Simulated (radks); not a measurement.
Ionisation of the iodine ion I+, [Kr] 4d10 5s2 5p4, to [Kr] 4d10 5s2 5p3 as the strength of local exchange is varied. Method: scalar-relativistic Kohn-Sham, Slater X-alpha exchange (alpha = 2/3 is LDA exchange), no correlation, spin-unpolarised, spherical densities, finite nucleus; Fermi nuclear charge, rms radius 4.75 fm; computed with a radial shooting solver on a logarithmic mesh with Libxc functionals.

| alpha | E(I+) (hartree) | exchange (hartree) | IE (eV) | -e of the level emptied (eV) | <r> of it (bohr) |
|---|---|---|---|---|---|
| 0.557 | -7076.97185 | -141.31573 | 17.488 | 13.088 (5p) | 2.395 |
| 0.635 | -7096.83830 | -161.53362 | 18.394 | 13.932 (5p) | 2.356 |
| 0.667 | -7105.00393 | -169.85852 | 18.773 | 14.286 (5p) | 2.341 |
| 0.703 | -7114.20088 | -179.24516 | 19.203 | 14.688 (5p) | 2.323 |
| 0.934 | -7173.48225 | -240.00768 | 22.072 | 17.392 (5p) | 2.221 |
| 0.961 | -7180.44144 | -247.16978 | 22.419 | 17.722 (5p) | 2.210 |

NIST Atomic Spectra Database: 19.131 eV (measured). The Delta-SCF value meets it near alpha = 0.70. Spin polarisation and multiplet splitting are left out, so open shells lie too high by an amount that depends on their filling. Spin-orbit splitting is averaged out at the scalar-relativistic level.

Beside tabulated values, note that spin-unpolarised runs miss the spin-polarisation part of the exchange energy of open shells.
